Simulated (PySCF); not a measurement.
Precursor series Hf Br-H. Gas-phase values, no solvent.

Calculation: PBE-D3(BJ)/def2-TZVP // TPSS-D3(BJ)/def2-SVP run with PySCF 2.14.0. All candidates: neutral, multiplicity 1. 

* **LUMO**: -3.33 eV
* **HOMO–LUMO gap**: 4.05 eV
* **HOMO**: -7.39 eV

Task: Which member has these values?
(A) [Hf(Br)2(H)2]
(B) [Hf(Br)3(H)]
(C) [Hf(Br)4]

Result: A, [Hf(Br)2(H)2]. The others give [Hf(Br)3(H)]: -3.24 eV, 4.45 eV, -7.69 eV; [Hf(Br)4]: -3.21 eV, 4.45 eV, -7.65 eV
